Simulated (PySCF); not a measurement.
C5H15GeP.
InChI=1S/C5H15GeP/c1-6(2,3)7(4)5/h1-5H3

Level of theory: TDDFT CAM-B3LYP/def2-SVPD, vertical, gas phase, core orbitals frozen in the response (PySCF). Isolated species at its PBE0-D3(BJ)/def2-SVP geometry, gas phase. The CAM-B3LYP/def2-SVPD calculation is non-relativistic and has no spin–orbit coupling, an omission that weighs most on germanium. Torsions of this conformer, `[CH3:1][P:2]([CH3:3])[Ge:4]([CH3:5])([CH3:6])[CH3:7]`: C1–P2–Ge4–C5 -68°.

Each state is given a Gaussian of 0.3 eV full width at half maximum, with ε(max) = 2.175×10⁸ f / Δν̃ (Δν̃ the width in cm⁻¹). The width is an assumption, not a result. The curve ends short of the highest state used, and states not computed would add to its high-energy end.

λ (nm), ε (L mol⁻¹ cm⁻¹) and a bar:
```
    175.3      18112 ##############################
    176.7      18208 ##############################
    178.1      15813 ##########################
    179.4      12246 ####################
    180.8       8166 #############
    182.2       4776 ########
    183.5       2602 ####
    184.9       1263 ##
    186.3        713 #
    187.7        698 #
    189.0        997 ##
    190.4       1506 ##
    191.8       2042 ###
    193.1       2404 ####
    194.5       2520 ####
    195.9       2331 ####
    197.3       1934 ###
    198.6       1532 ###
    200.0       1248 ##
    201.4       1283 ##
    202.7       1706 ###
    204.1       2629 ####
    205.5       3976 #######
    206.9       5558 #########
    208.2       6977 ###########
    209.6       8139 #############
    211.0       8671 ##############
    212.3       8519 ##############
    213.7       7736 #############
    215.1       6521 ###########
    216.5       5132 ########
    217.8       3882 ######
    219.2       2718 ####
    220.6       1802 ###
    221.9       1177 ##
    223.3        709 #
    224.7        408 #
    226.1        224 
    227.4        123 
    228.8         62 
    230.2         30 
    231.5         14 
    232.9          6 
    234.3          3
```

Question: Locate the maxima and give the states behind the curve.

Answer: 211 nm (5.87 eV), ε about 8700, made up of S2 (91%); 194 nm (6.38 eV), ε about 2500, made up of S3 (100%); 176 nm (7.04 eV), ε about 19000, made up of S4 (36%) and S5 (64%) (ε in L mol⁻¹ cm⁻¹; maxima over ε = 5, shares over 10%). The states used: S1 5.74 eV (f 0.014); S2 5.88 eV (f 0.088); S3 6.38 eV (f 0.028); S4 6.96 eV (f 0.089); S5 7.09 eV (f 0.140); S6 7.44 eV (f 0.0022); S7 7.45 eV (f 0.041); S8 7.50 eV (f 0.0072); S9 7.62 eV (f 0.031); S10 7.67 eV (f 0.151).

Question: Coming from long wavelengths, where does ε first pass 100 L mol⁻¹ cm⁻¹?

Answer: At about 228 nm (5.44 eV), 0.30 eV below S1.

Question: What would ε be at 7.04 eV, the highest of these maxima, with half the width (0.15 eV)?

Answer: About 27300 L mol⁻¹ cm⁻¹ against 18500, a factor of about 1.5; a lone state at its own centre would give exactly 2.

Question: Does any computed singlet lie in the visible range?

Answer: No computed singlet lies in the visible range (380 to 750 nm); the lowest, at 216 nm, stands 2.48 eV above its violet end (3.26 eV).

All these states lie below the vertical ionisation energy of 7.99 eV (ΔSCF).

The run took 4.0 min of wall time on Arm Neoverse V1, one thread, no GPU (shared host), and the process peaked at 1.6 GiB of memory.

Without π bonds the low states are Rydberg-like; a valence basis with one diffuse set may place them up to an eV too high.
